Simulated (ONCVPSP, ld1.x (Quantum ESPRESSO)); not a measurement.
# Potentials for Ni compared

Generated with ld1.x 7.5 (TM, RRKJ, ultrasoft, PAW), atompaw 4.2 or ONCVPSP 4.0.1. The cutoff is in Ry: for ld1.x and atompaw files where the sum of valence levels is converged to 10 mRy in a Bessel basis, for ONCV files where the hardest occupied wave has 1 mHa per electron of residual kinetic energy. The error is the largest all-electron minus pseudo excitation energy over each file’s own four to seven test configurations (ionisations up to +4, promotions, holes and added fractions of an electron), all of which were solved. The labels leave out finer settings (local radius, basis sizes, second energies), which also bear on the numbers. Spin-polarised tests are not counted. The rows are a selection from randomly drawn settings: files with unsolved tests, undetermined cutoffs or missed reference levels are left out.

A true bound ghost makes a file unfit for plane-wave use even where its test errors are small: the radial tests pick states by their node count and pass the ghost by.

| potential | cutoff (Ry) | largest error (meV) | bound ghosts |
| --- | --- | --- | --- |
| RRKJ, LDA (PZ), scalar-relativistic, rc 1.90/3.35/0.85 (spd), local s, core correction yes, reference 3d8 4s1.5 4p0.5 | 230 | -455 | none |
| ONCV, LDA (Perdew-Zunger), fully relativistic, rc 1.30/0.80/1.05/1.25 (spdf), local smoothed, core correction yes, reference 3s2 3p6 3d8 4s0.5, qcut 9.8/11.8/14.2/10.4, projectors 2/2/2/2 | 176 | -157 | none |
| ONCV, LDA (Perdew-Zunger), non-relativistic, rc 1.70/1.10/1.15/1.40 (spdf), local smoothed, core correction yes, reference 3p6 3d8 4s1, qcut 4/11.8/11.2/7.7, projectors 2/2/1/2 | 113 | -56 | s |
| ONCV, PBE, scalar-relativistic, rc 1.30/0.75/1.25/1.05 (spdf), local smoothed, core correction no, reference 3s2 3p6 3d8 4s2, qcut 8.1/8.7/9.8/11.5, projectors 2/2/2/1 | 125 | +36 | none |
| ONCV, Wu-Cohen, scalar-relativistic, rc 1.25/0.85/0.85 (spd), local d, core correction yes, reference 3s2 3p6 3d9 4s1, qcut 12.1/10.6/20.5, projectors 3/2/0 | 284 | +6.7 | none |
| ONCV, PBEsol, scalar-relativistic, rc 1.45/1.20/0.80 (spd), local smoothed, core correction yes, reference 3s2 3p6 3d8 4s2, qcut 10.9/11.3/12.7, projectors 2/1/1 | 494 | -7.6 | none |

(1) Fill in the row for Ni: ONCV, PBE, scalar-relativistic, rc 0.95/0.95/1.15 (spd), local smoothed, core correction yes, reference 3s2 3p6 3d7, qcut 11.5/13.1/16.1, projectors 2/1/2.

(2) Fill in the row for Ni: ONCV, PW91, scalar-relativistic, rc 1.50/0.90/1.20 (spd), local smoothed, core correction yes, reference 3s2 3p6 3d9 4s1, qcut 9.9/19.2/12.5, projectors 2/2/2.

Results:

(1) cutoff 175 Ry, largest error +34 meV, bound ghosts: none.

(2) cutoff 196 Ry, largest error +53 meV, bound ghosts: none.
